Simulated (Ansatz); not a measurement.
Stepwise reaction of `[NH2][Al]([NH2])[OH]` with hydrogen fluoride, as a gas-phase model of exchange steps in deposition or etching. ΔE in kJ/mol; ΔG adds harmonic PBE0-D4 terms to CCSD(T)/CBS, at 1 bar.

Isolated molecules relaxed with PBE0-D4/def2-TZVP in Ansatz; ΔE leaves out vibrations. CCSD(T)/CBS is the MP2 limit (def2-TZVPP, def2-QZVPP) plus CCSD(T) − MP2 in def2-TZVPP, frozen cores. This one scheme is used for every species. DFT in def2-TZVPP. B3LYP here is the variant with VWN-RPA as its local correlation; programs differ in this. Each species was taken in one conformer, which may not be the lowest.

```
step                                                   reaction  PBE-D4  B3LYP-D4  ωB97M-V  CCSD(T)/CBS  ΔG(500 K)
   1  `[NH2][Al]([NH2])[OH]` + H–F → `[NH2][Al]([OH])[F]` + NH₃   -99.0    -103.0   -101.7        -99.3      -92.5
   2      `[NH2][Al]([OH])[F]` + H–F → `[OH][Al]([F])[F]` + NH₃   -87.7     -91.4    -90.4        -89.4      -86.6
```

Problem. By hand: ΔE of the 2 steps together at CCSD(T)/CBS.

Solution. (-99.3) + (-89.4) = -188.7 kJ/mol, or -94.3 kJ/mol a step.

In ΔE each step is higher than the one before. All are downhill at CCSD(T)/CBS. ΔG lies between -92.5 and -86.6 kJ/mol a step. PBE-D4 differs from CCSD(T)/CBS by 0.3 to 1.7 kJ/mol a step. Isolated molecules leave out the surface, adducts and barriers. Largest T1 diagnostic: 0.013.
